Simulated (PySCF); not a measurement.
# `CN[C@@H]1[C@H]2C[C@H](F)[C@H]21`, C6H10FN

Molfile (atoms numbered from 1):
```
C6H10FN
     RDKit          3D

 18 19  0  0  0  0  0  0  0  0999 V2000
   -2.6276    0.2038   -0.4752 C   0  0  0  0  0  0  0  0  0  0  0  0
   -1.5736    0.7609    0.3505 N   0  0  0  0  0  0  0  0  0  0  0  0
   -0.3861   -0.0369    0.3533 C   0  0  2  0  0  0  0  0  0  0  0  0
    0.8856    0.6530    0.7423 C   0  0  1  0  0  0  0  0  0  0  0  0
    2.0153   -0.3692    0.8071 C   0  0  0  0  0  0  0  0  0  0  0  0
    1.7328   -0.7435   -0.6612 C   0  0  2  0  0  0  0  0  0  0  0  0
    2.7919   -0.4590   -1.4880 F   0  0  0  0  0  0  0  0  0  0  0  0
    0.6280    0.3018   -0.7042 C   0  0  1  0  0  0  0  0  0  0  0  0
   -2.9337   -0.8076   -0.1679 H   0  0  0  0  0  0  0  0  0  0  0  0
   -2.2736    0.1555   -1.5045 H   0  0  0  0  0  0  0  0  0  0  0  0
   -3.4933    0.8615   -0.4326 H   0  0  0  0  0  0  0  0  0  0  0  0
   -1.9091    0.8907    1.3008 H   0  0  0  0  0  0  0  0  0  0  0  0
   -0.5062   -1.0935    0.6220 H   0  0  0  0  0  0  0  0  0  0  0  0
    0.8881    1.6170    1.2205 H   0  0  0  0  0  0  0  0  0  0  0  0
    2.9985    0.0838    0.9079 H   0  0  0  0  0  0  0  0  0  0  0  0
    1.8999   -1.1694    1.5378 H   0  0  0  0  0  0  0  0  0  0  0  0
    1.4453   -1.7790   -0.8765 H   0  0  0  0  0  0  0  0  0  0  0  0
    0.4089    0.9365   -1.5437 H   0  0  0  0  0  0  0  0  0  0  0  0
  1  2  1  0
  2  3  1  0
  3  4  1  0
  4  5  1  0
  5  6  1  0
  6  7  1  0
  6  8  1  0
  8  3  1  0
  8  4  1  0
  1  9  1  0
  1 10  1  0
  1 11  1  0
  2 12  1  0
  3 13  1  1
  4 14  1  6
  5 15  1  0
  5 16  1  0
  6 17  1  1
  8 18  1  6
M  END
```

The calculation used PySCF, TDDFT CAM-B3LYP/def2-SVPD circular dichroism and optical rotation, one conformer, gas phase. Geometry: GFN2-xTB.

The molecule is flexible and this is one conformer; a measurement averages over conformers. States above about 8.2 eV lie in this functional's continuum (it starts at minus the energy of the highest occupied orbital, well below the true ionisation energy for most functionals) and depend on the basis. Singlets 10 and 11 lie within 0.01 eV of each other, so their separate moments and overlaps can depend on how they mix.

**Question.** Draw the ECD and absorption spectra from the lowest 16 states, each a Gaussian of half-width 0.35 eV at 1/e height.

**Answer.** 
```
E (eV)  λ (nm)  Δε (L mol⁻¹ cm⁻¹)  ε (L mol⁻¹ cm⁻¹)
  5.80     214              -0.30              28.7
  5.90     210              -0.63              59.9
  6.00     207              -1.11               106
  6.10     203              -1.68               160
  6.20     200              -2.15               207
  6.30     197              -2.36               231
  6.40     194              -2.25               236
  6.50     191              -1.96               248
  6.60     188              -1.73               320
  6.70     185              -1.73               513
  6.80     182              -1.86               880
  6.90     180              -1.77              1450
  7.00     177              -1.00              2190
  7.10     175              +0.66              3010
  7.20     172              +3.08              3760
  7.30     170              +6.04              4240
  7.40     168              +9.68              4370
  7.50     165             +14.44              4200
  7.60     163             +20.33              3870
  7.70     161             +26.02              3560
  7.80     159             +29.15              3330
  7.90     157             +27.72              3170
  8.00     155             +21.59              3030
  8.10     153             +12.68              2910
  8.20     151              +3.81              2850
  8.30     149              -2.77              2910
  8.40     148              -6.33              3110
  8.50     146              -7.38              3410
  8.60     144              -6.85              3660
  8.70     143              -5.33              3710
  8.80     141              -3.10              3420
```
Δε uses R in velocity form, ε uses f in length form. Only the states computed contribute, so the short-wavelength end is incomplete.

The sign of the CD band at 147 nm isn't settled: the length form gives the opposite one.
